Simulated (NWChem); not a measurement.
**Atomisation of Br$_{2}$Si**

```
Si
Br 1 2.2769
Br 1 2.2769 2 102.98
```
Charge 0, spin multiplicity 1.

All runs are NWChem calculations. All single points use one geometry, from B3LYP/def2-SVP, a minimum by its harmonic frequencies.

Basis set: def2-TZVP. The atomisation energy is electronic alone: no zero-point, thermal, spin-orbit or counterpoise terms. No value is extrapolated to the basis-set limit. Free atoms are single determinants with multiplicities Si 3, Br 2. Correlated methods freeze the same cores in atoms and molecule, 23 orbitals in all.

The Hamiltonian is non-relativistic. B3LYP has NWChem's definition, with VWN1-RPA local correlation. The structure started from a generated list of species. The stability of the SCF solutions was not checked. Open-shell Hartree-Fock references start from PBE0 orbitals.

Problem. Order these methods by the atomisation energy they give, lowest first: MP2, B3LYP, PBE0, HF.

Solution. HF (119.4 kcal/mol), B3LYP (173.3 kcal/mol), PBE0 (179.1 kcal/mol), MP2 (179.9 kcal/mol)
